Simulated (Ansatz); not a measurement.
`[SiH3][SiH2]B1C[SiH2]1` + `BN` → `BN[SiH2][SiH3]` + `B1C[SiH2]1` at 700 K and 1 bar (cleavage of the Si–B bond).

Computed with Ansatz on PBE0-D4/def2-TZVP structures; ΔE is electronic, products minus reactants. CBS: MP2 limit from def2 TZ/QZ plus the TZ coupled-cluster correction, frozen cores. This one scheme is used for every species. Each species was taken in one conformer, which may not be the lowest.

```json
{"species": "`[SiH3][SiH2]B1C[SiH2]1`", "CCSD(T)/CBS energy (Eh)": "-935.41977", "H − E (kJ/mol)": "339.1", "S (J/(mol·K))": "570.5"}
{"species": "`BN`", "CCSD(T)/CBS energy (Eh)": "-81.93499", "H − E (kJ/mol)": "163.7", "S (J/(mol·K))": "282.2"}
{"species": "`BN[SiH2][SiH3]`", "CCSD(T)/CBS energy (Eh)": "-662.50812", "H − E (kJ/mol)": "298.6", "S (J/(mol·K))": "489.1"}
{"species": "`B1C[SiH2]1`", "CCSD(T)/CBS energy (Eh)": "-354.85519", "H − E (kJ/mol)": "197.4", "S (J/(mol·K))": "362.0"}
```

H − E and S are ideal-gas, rigid-rotor, harmonic terms from PBE0-D4/def2-TZVP, for one conformer and one mirror image of each species. 1 Eh = 2625.50 kJ/mol, R = 8.31446 J/(mol·K).

Task: By hand: ΔE, ΔH, ΔS and ΔG.

Result: ΔE = (-662.50812) + (-354.85519) − (-935.41977) − (-81.93499) = -0.00855 Eh = -22.4 kJ/mol. Δ(H − E) = 298.6 + 197.4 − 339.1 − 163.7 = -6.8, so ΔH = -29.2 kJ/mol. ΔS = 489.1 + 362.0 − 570.5 − 282.2 = -1.6 J/(mol·K). ΔG = -29.2 − 700 × (-1.6)/1000 = -28.1 kJ/mol.

Task: By hand: the equilibrium constant, and the temperature at which ΔG would vanish if ΔH and ΔS stayed fixed.

Result: log₁₀ K = −ΔG/(RT ln 10) = 2.1. ΔG = 0 at ΔH/ΔS = 18250 K, far beyond where these terms or the molecules hold.

The number of gas molecules stays the same, so ΔS is small and ΔH decides. A doubt of 5 kJ/mol in ΔE shifts log₁₀ K by 0.4 here. Other conformers and mirror images would add mixing entropy, several J/(mol·K) or more a flexible species. Modes under 60 cm⁻¹, often nearly free rotors, make the harmonic entropy too high. These are equilibria of isolated gas molecules and say nothing of rates. Largest T1 diagnostic: 0.015 (customary marks: 0.02 for closed shells, 0.045 for open ones).
